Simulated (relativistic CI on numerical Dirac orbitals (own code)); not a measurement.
Line list: Electric-dipole lines, Ar VI

Method of calculation: Dirac-Coulomb-Breit CI, separate exchange-only KLI orbitals for each configuration, model QED, valence Slater integrals scaled by 0.85, P86 correlation estimate, and configurations built on the next ion tied to the tabulated ionisation energy (semi-empirical) (own radial code, finite nucleus).

Configurations in the expansion (outside the closed core [Ne]): 3s²3p, 3s²3d, 3s²4s, 3s²4p, 3s²4d, 3s²5s, 3s²4f, 3s3p², 3p³, 3s3p3d, 3p3d², 3p²3d, 3s3d², 3p²4s, 3s3p4s, 3p²4p, 3s3d4s, 3s3p4p, 3s²5p, 3s3d4p, 3s²5d, 3s²5f, 3s²5g, 3s3p4d. Levels of other configurations are missing.

```csv
λ vac (nm),Lower,Upper,A (s⁻¹),E lower (cm⁻¹),E upper (cm⁻¹)
17.863,3s²3p ²P°1/2 [1],3s²5d ²D3/2 [106],4.66e+09,0,559825
17.927,3s²3p ²P°3/2 [2],3s²5d ²D5/2 [107],5.83e+09,2187,559991
17.933,3s²3p ²P°3/2 [2],3s²5d ²D3/2 [106],1.03e+09,2187,559825
19.539,3s²3p ²P°1/2 [1],3s²5s ²S1/2 [86],2.86e+09,0,511803
19.623,3s²3p ²P°3/2 [2],3s²5s ²S1/2 [86],5.60e+09,2187,511803
21.918,3s²3p ²P°1/2 [1],3s²4d ²D3/2 [50],3.58e+09,0,456252
22.021,3s²3p ²P°3/2 [2],3s²4d ²D5/2 [51],4.37e+09,2187,456291
22.023,3s²3p ²P°3/2 [2],3s²4d ²D3/2 [50],7.36e+08,2187,456252
29.871,3s²3p ²P°1/2 [1],3s²4s ²S1/2 [31],6.89e+09,0,334770
30.068,3s²3p ²P°3/2 [2],3s²4s ²S1/2 [31],1.39e+10,2187,334770
36.344,3s²3d ²D3/2 [11],3s²4f ²F°5/2 [69],3.24e+10,212764,487913
36.348,3s²3d ²D5/2 [12],3s²4f ²F°7/2 [70],3.46e+10,212799,487916
47.000,3s²3p ²P°1/2 [1],3s²3d ²D3/2 [11],1.39e+10,0,212764
47.481,3s²3p ²P°3/2 [2],3s²3d ²D5/2 [12],1.63e+10,2187,212799
47.489,3s²3p ²P°3/2 [2],3s²3d ²D3/2 [11],2.87e+09,2187,212764
83.533,3s²4d ²D5/2 [51],3s²5f ²F°7/2 [127],2.14e+09,456291,576005
110.63,3s²4f ²F°5/2 [69],3s²5g ²G7/2 [133],5.39e+09,487913,578301
110.63,3s²4f ²F°7/2 [70],3s²5g ²G9/2 [134],5.59e+09,487916,578305
138.55,3s²4p ²P°3/2 [39],3s²4d ²D5/2 [51],1.52e+09,384117,456291
315.85,3s²4d ²D3/2 [50],3s²4f ²F°5/2 [69],1.74e+08,456252,487913
316.20,3s²4d ²D5/2 [51],3s²4f ²F°7/2 [70],1.86e+08,456291,487916
408.61,3s²5s ²S1/2 [86],3s²5p ²P°3/2 [103],1.69e+08,511803,536276
421.67,3s²5p ²P°3/2 [103],3s²5d ²D5/2 [107],1.44e+08,536276,559991
624.46,3s²5d ²D5/2 [107],3s²5f ²F°7/2 [127],4.97e+07,559991,576005
```

Terms are leading LS components. Brackets give the number of a level in order of energy, since labels repeat. The list gives strong lines, with weight on those to low levels, without configurations that were not tied to measured data, without lines whose two gauges differ by over a factor of 2.5, among the lowest 243 of 253 levels, so that lines to higher ones, which can be the strongest, are missing. Levels whose partners in the same complex of configurations lie outside the list can be far off, and so can their lines. Rates are taken at the computed energies, electric ones in the length gauge.

Configurations that consist of the next ion and one excited electron were tied to the tabulated ionisation energy; Rydberg ones are usually within 1,000 to 3,000 cm⁻¹ and the lowest ones within about 6,000 (9,000 in d shells), while levels on excited terms of the next ion carry the error of that term, and the other configurations can be misplaced by 10,000 cm⁻¹ or more. Rates follow the energies as ν³ (E1, M1) or ν⁵ (E2), so rates, branching and lifetimes can be off by large factors. 40 of the 42 excited levels that our extract of the measured tables holds in this range could be paired (the sources list more); they are missed by 2343 cm⁻¹ on average and 7532 at most, and levels without a partner can miss by more.
